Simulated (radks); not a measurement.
Results of a calculation; reference values are marked as such.
Initial-state core-level shifts of the rhodium ion Rh+ when its valence configuration changes from [Kr] 4d8. Code: a radial shooting solver on a logarithmic mesh with Libxc functionals. Model: non-relativistic Kohn-Sham, BLYP, spin-polarised, spherical densities, point nucleus; open shells are filled with parallel spins first (spin-orbit coupling, left out, can overturn this in heavy ions); relativity is left out, which matters for an element this heavy. Shifts are changes of the shell-averaged eigenvalues in eV (positive: less bound); the change of the density at the nucleus, which sets a Mossbauer isomer shift, is in e/bohr^3, on a base of 6.379e+04.

[
 {"valence": "4d7 5s1", "2s": "-4.508", "2p": "-4.491", "3p": "-4.427", "4p": "-3.875", "density at nucleus": "+11.353"},
 {"valence": "4d7.5 5s0.5", "2s": "-2.190", "2p": "-2.182", "3p": "-2.155", "4p": "-1.906", "density at nucleus": "+5.285"},
 {"valence": "4d6 5s2", "2s": "-9.680", "2p": "-9.645", "3p": "-9.469", "4p": "-8.174", "density at nucleus": "+24.647"},
 {"valence": "4d6.5 5s0.5 5p1", "2s": "-8.164", "2p": "-8.136", "3p": "-8.039", "4p": "-7.132", "density at nucleus": "+7.751"},
 {"valence": "4d6 5s1 5p1", "2s": "-10.700", "2p": "-10.662", "3p": "-10.500", "4p": "-9.166", "density at nucleus": "+14.915"},
 {"valence": "4d6 5s1.5 5p0.5", "2s": "-10.221", "2p": "-10.184", "3p": "-10.014", "4p": "-8.699", "density at nucleus": "+19.915"},
 {"valence": "4d7 5p1", "2s": "-5.740", "2p": "-5.722", "3p": "-5.678", "4p": "-5.139", "density at nucleus": "+1.403"},
 {"valence": "4d5 5s2 5p1", "2s": "-16.360", "2p": "-16.301", "3p": "-15.963", "4p": "-13.633", "density at nucleus": "+30.425"},
 {"valence": "4d7.5 5p0.5", "2s": "-2.821", "2p": "-2.813", "3p": "-2.796", "4p": "-2.559", "density at nucleus": "+0.633"}
]
